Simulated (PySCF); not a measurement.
C4H9Cl, charge +1, doublet, at a GFN2-xTB geometry (a state made from the parent by changing its charge; the spin is typed, not shown lowest). Base run: DF-SVWN5/def2-SV(P) in PySCF.

The PySCF input:
```python
from pyscf import gto, scf, dft

mol = gto.Mole()
mol.atom = '''
    C    -0.358037    1.429191   -0.663454
    C    -0.012412   -0.074501   -0.331390
    C     1.313571   -0.408228   -0.972574
    C    -1.177419   -0.934075   -0.761056
    Cl    0.127685   -0.021096    1.451272
    H    -0.461406    1.483310   -1.746262
    H    -1.290776    1.725600   -0.192537
    H     0.439928    2.090951   -0.339497
    H     2.113531    0.259249   -0.655723
    H     1.620463   -1.419981   -0.697755
    H     1.228264   -0.357292   -2.055882
    H    -1.295876   -0.890136   -1.841550
    H    -2.115399   -0.633475   -0.296632
    H    -1.003590   -1.973917   -0.474938
'''
mol.basis = 'def2-sv(p)'
mol.charge = 1
mol.spin = 1
mol.verbose = 4
mol.build()

mf = dft.UKS(mol)
mf.xc = 'lda,vwn'
mf = mf.density_fit(auxbasis='def2-universal-jkfit')
mf.kernel()
```

Variants of this job, named by their change:

```
change                                                                            ΔE vs base (mEh)  SCF cycles  <S^2>                outcome
--------------------------------------------------------------------------------  ----------------  ----------  -----  ---------------------
base                                                                                         0.000          12  0.751              converged
conv_tol_grad = 1e-3                                                                         0.000          12  0.751              converged
DIIS = ADIIS                                                                                 0.000          23  0.751              converged
level_shift = 0.5 (with mf.max_cycle = 100)                                                      -          98      -          not converged
diis = off (with mf.max_cycle = 100)                                                             -         100      -          not converged
solver = newton; init_guess = 1e                                                                 -           -      -  cut at the time limit
diis = off; damp = 0.6 (with mf.diis_start_cycle = 200; with mf.max_cycle = 150)                 -         150      -          not converged
conv_tol = 1e-12                                                                             0.000          17  0.751              converged
diis_space = 12                                                                              0.000          12  0.751              converged
init_guess = huckel                                                                          0.000          19  0.751              converged
conv_tol = 1e-11                                                                             0.000          14  0.751              converged
DIIS = EDIIS                                                                                     -          50      -          not converged
```

Open shells are given as the SCF converged; they aren't shown to be the lowest states, and a large step between rows can be another state.
